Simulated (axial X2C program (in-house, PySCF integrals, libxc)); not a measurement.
**RbI: from the spin-free to the two-component result**

Calculated with an axial X2C code built on PySCF integrals. Spin-free means the one-electron spin-free X2C Hamiltonian; two-component (2c) means X2C with spin–orbit coupling and atomic mean-field two-electron Coulomb and Gaunt terms, so the difference of the two also holds small scalar two-electron terms. Basis: I dyall-v2z [9s9p7d], Rb dyall-v2z [10s11p6d] (cores contracted in-house); Gaussian nuclei, density fitting, unrestricted open shells. Masses: I 126.904 u, Rb 84.912 u.

Spin-free state: M_S = 0, Λ = 0 (closed shell); fragments I + Rb.

| level | Re (Å) | ωe (cm⁻¹) | De (eV) | μ (D) |
| --- | --- | --- | --- | --- |
| PBE0 | 3.174 | 138.7 | 3.400 | 11.34 |
| HF | 3.278 | 130.9 | 2.605 | 12.60 |
| MP2 | 3.217 | 138.4 | 3.069 | n/a |
| BLYP | 3.215 | 131.6 | 3.103 | 10.66 |
| LDA | 3.103 | 147.2 | 3.601 | 10.41 |

Correlated methods: 16 electrons correlated (number of frozen shells: I 4 s, 3 p, 2 d; Rb 3 s, 2 p, 1 d), 138 virtual spin orbitals or spinors in MP2.

Dipoles are positive if Rb is the positive end.

Two-component determinant lowest at the distance of the search:

Ω = 0 (closed shell); fragments I + Rb.

| level | Re (Å) | ωe (cm⁻¹) | De (eV) | μ (D) |
| --- | --- | --- | --- | --- |
| PBE0 | 3.177 | 138.1 | 3.093 | 11.28 |
| HF | 3.280 | 130.6 | 2.290 | 12.56 |
| MP2 | 3.219 | 138.0 | 2.772 | n/a |
| BLYP | 3.220 | 130.3 | 2.800 | 10.55 |
| LDA | 3.107 | 146.3 | 3.287 | 10.34 |

(1) From the two tables, how do the constants change at the MP2 level (2c against spin-free)?

The state is a single determinant with fixed occupations, the lowest that a limited PBE0 search found. Closed shells are restricted here (equal orbitals for both partners); the stretched side of such a curve lies too high. Dissociation energies refer to the lowest single-determinant-based atoms at the same level and basis. Without a current term, density functionals place determinants with orbital angular momentum somewhat too high.

Answers

(1) At the MP2 level Re rises by 0.002 Å and ωe decreases by 0.4 cm⁻¹; De changes by -0.297 eV.
